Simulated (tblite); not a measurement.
Compound: C6H11FOSi.
SMILES with atom numbers: `[F:1]/[CH:2]=[CH:3]\[O:4][SiH2:5][CH2:6][CH:7]1[CH2:8][CH2:9]1` (hydrogens: H10 on C2; H11 on C3; H12, H13 on Si5; H14, H15 on C6; H16 on C7; H17, H18 on C8; H19, H20 on C9)

A start from a force field or distance geometry was refined with GFN2-xTB geometry optimisation, gas phase (tblite 0.8.0). Values at the start:

```csv
coordinate,start
F1–C2,1.346 Å
C2=C3,1.315 Å
C2–H10,1.102 Å
C3–O4,1.376 Å
C3–H11,1.096 Å
O4–Si5,1.692 Å
Si5–C6,1.880 Å
Si5–H12,1.494 Å
C6–C7,1.511 Å
C6–H14,1.107 Å
C7–C8,1.505 Å
C7–H16,1.102 Å
C8–C9,1.521 Å
C8–H17,1.121 Å
C8–H18,1.109 Å
F1–C2–C3,124.8°
C2–C3–O4,124.8°
C3–O4–Si5,130.5°
O4–Si5–C6,106.7°
Si5–C6–C7,105.9°
C6–C7–C8,117.8°
C7–C8–C9,59.4°
C8–C7–C9,60.9°
F1–C2–C3–O4,2°
C3–O4–Si5–C6,-112°
O4–Si5–C6–C7,-153°
Si5–C6–C7–C8,60°
```

Q: How do these coordinates change at the GFN2-xTB level?

A: 
```csv
coordinate,GFN2-xTB (Å or °),change
O4–Si5,1.640,-0.052
C3–O4,1.329,-0.047
C8–H17,1.079,-0.042
Si5–H12,1.463,-0.031
C8–H18,1.079,-0.030
C2–H10,1.076,-0.026
Si5–C6,1.902,+0.022
C8–C9,1.500,-0.021
C7–H16,1.083,-0.019
C6–H14,1.094,-0.013
C3–H11,1.084,-0.012
C2=C3,1.325,+0.010
C7–C8,1.497,-0.008
F1–C2,1.350,+0.004
C6–C7,1.508,-0.003
C3–O4–Si5,139.1,+8.6
Si5–C6–C7,111.8,+5.9
C2–C3–O4,128.3,+3.5
F1–C2–C3,122.9,-1.9
C6–C7–C8,119.6,+1.8
O4–Si5–C6,105.4,-1.3
C8–C7–C9,60.1,-0.8
C7–C8–C9,60.0,+0.6
Si5–C6–C7–C8,82,+22
O4–Si5–C6–C7,-164,-11
C3–O4–Si5–C6,-119,-7
F1–C2–C3–O4,0,-2
```

The energy falls by 14.1 kcal/mol over 83 L-BFGS steps, the largest force on an atom goes from 1.78 to 0.009 eV/Å, and the atoms move by 0.334 Å rms after alignment. The bond that changes most is O4–Si5 (silyl ether oxygen to oxygen-bound silicon), which shortens by 0.052 Å. Bonds longer at the end by more than 0.005 Å: 3 of 20; shorter: 14. Among the dihedrals that turn most is H14–C6–C7–C9, from -114° to -85°. Rotational constants go from 3819, 587.5, 559.6 to 3986, 523.3, 504.8 MHz.

GFN2-xTB frequencies show an imaginary mode (48i cm⁻¹), so the point is no minimum at that level. 3 starts were optimised and ended at 0.00, 0.73 and 1.34 kcal/mol (GFN2-xTB); the lowest of these is shown.

These are computed values.
